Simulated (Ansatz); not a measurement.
**Pulling the pair apart**

The pair of F⁻ (SMILES [F-], atom 1) and NH$_{3}$ (SMILES N, atoms 2–5), both closed shells, in one local arrangement (a lower one may exist), relaxed at PBE0-D4/def2-TZVPD:

```xyz
5
angstrom
F -0.0056 0.4371 -1.9527
N -0.2895 -0.1434 0.6022
H 0.2799 -0.9772 0.7211
H -0.2187 0.0928 -0.4429
H 0.2339 0.5907 1.0722
```

NH$_{3}$ is shifted rigidly along the line between the mean atom positions of the two fragments (negative: closer). Counterpoise interaction energies in kJ/mol. Program: Ansatz 0.2.0. Basis: def2-TZVPPD. Cores are frozen in the correlated methods. B3LYP uses VWN-RPA correlation.

```tsv
shift (Å)	B3LYP-D4	PBE-D4	r2SCAN-D4
-0.16	-68.2	-71.0	-74.9
-0.08	-72.8	-75.4	-78.6
0.00	-74.6	-77.0	-79.6
0.08	-74.4	-76.7	-78.8
0.19	-72.1	-74.2	-75.8
0.39	-64.3	-66.4	-67.1
0.78	-47.6	-49.7	-49.3
1.56	-25.4	-27.1	-26.0
```

**Question.** What does CCSD(T) give at these shifts? (An estimate is asked for; the value comes from the calculation.)

**Answer.** Computed: -63.4, -68.2, -70.3, -70.3, -68.3, -61.2, -45.6, -24.6 kJ/mol. For zero shift, CCSD(T) at an estimated basis limit (MP2 extrapolated from triple and quadruple zeta, plus CCSD(T) − MP2 in triple zeta) gives -74.8 kJ/mol. These are counterpoise interaction energies, counted from the two frozen fragments.

The T1 diagnostic stays at or below 0.018.

For scale, one of the runs: CCSD(T)/def2-TZVPPD, 128 basis functions, launched by `ansatz run in.yaml --threads 2 --pin off --events-out ev --progress --plain --max-ram 5222MiB`. The run took about 3.5 s on 2 CPU threads of an Arm Neoverse V1 (shared host).
